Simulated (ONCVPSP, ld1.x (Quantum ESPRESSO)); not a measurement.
**Potentials for B (Z = 5) compared**

Generated with ld1.x 7.5 (TM, RRKJ, ultrasoft, PAW), atompaw 4.2 or ONCVPSP 4.0.1. The cutoff is in Ry: for ld1.x and atompaw files where the sum of valence levels is converged to 10 mRy in a Bessel basis, for ONCV files where the hardest occupied wave has 1 mHa per electron of residual kinetic energy. The error is the largest all-electron minus pseudo excitation energy over each file’s own four to seven test configurations (ionisations up to +4, promotions, holes and added fractions of an electron), all of which were solved. The labels leave out finer settings (local radius, basis sizes, second energies), which also bear on the numbers. Spin-polarised tests are not counted. The rows are a selection from randomly drawn settings: files with unsolved tests, undetermined cutoffs or missed reference levels are left out.

| potential | cutoff (Ry) | largest error (meV) | bound ghosts |
| --- | --- | --- | --- |
| TM, BLYP, scalar-relativistic, rc 1.15/2.15 (sp), local s, core correction no, reference 2s1 2p2 | 21 | +232 | none |
| TM, PBEsol, non-relativistic, rc 1.15/2.05/1.55 (spd), local smoothed, core correction yes, reference 2s2 2p1 | 25 | +75 | none |
| ONCV, PBE, scalar-relativistic, rc 1.60/2.90/3.00 (spd), local smoothed, core correction yes, reference 2s1.75 2p1.25, qcut 3.6/3.8/3.4, projectors 2/2/2 | 24 | +444 | none |
| ONCV, LDA (Perdew-Zunger), scalar-relativistic, rc 1.20/0.90/1.10 (spd), local smoothed, core correction no, reference 2s1, qcut 4.7/7.4/8.3, projectors 1/2/2 | 30 | +215 | none |
| RRKJ, PBE, non-relativistic, rc 1.40/2.65 (sp), local p, core correction yes, reference 2s2 2p1 | 25 | +153 | none |
| ONCV, LDA (Perdew-Zunger), scalar-relativistic, rc 1.70/4.00 (sp), local smoothed, core correction yes, reference 2s2 2p1, qcut 4.6/3.2, projectors 1/2 | 18 | +846 | none |
| ONCV, PBE, scalar-relativistic, rc 1.45/3.10 (sp), local smoothed, core correction yes, reference 2s2 2p1, qcut 5.1/4.3, projectors 2/1 | 22 | +302 | none |

Problem. Fill in the row for B: PAW, PBE, scalar-relativistic, rc 1.40/3.05 (sp), local smoothed, core correction yes, reference 2s1 2p2.

Solution. cutoff 8 Ry, largest error -3.6 meV, bound ghosts: none.

Problem. Fill in the row for B: TM, PBE, scalar-relativistic, rc 1.00/3.80/3.05 (spd), local s, core correction yes, reference 2s2 2p0.

Solution. cutoff 60 Ry, largest error +430 meV, bound ghosts: none.
